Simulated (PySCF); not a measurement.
**Electron correlation in Sr (strontium, neutral)**

[Kr] 5p2, high-spin 3P determinant (an excited configuration). All numbers are calculated (PySCF 2.14, the spin-free X2C one-electron Hamiltonian (Gaussian nucleus), in x2c-TZVPPall with one added diffuse shell each of s, p, d, f type (9s7p7d3f1g, 95 functions)). Frozen: [Ar] 3d10; 10 electrons correlated.

MP2 pair energies summed by pair of shells (mhartree):

```csv
pair,energy,share (%)
4p-4p,-130.83,69.1
4s-4p,-31.56,16.7
4p-5p,-15.25,8.0
4s-4s,-6.66,3.5
5p-5p,-4.50,2.4
4s-5p,-0.66,0.3
```

Total MP2 correlation energy: -189.45 mhartree.

Same-spin part -54.01 and opposite-spin part -135.44 mhartree; SCS-MP2 scales them by 1/3 and 6/5 to -180.53 mhartree.

This basis was not built for core-valence correlation, so the inner-shell part is incomplete.
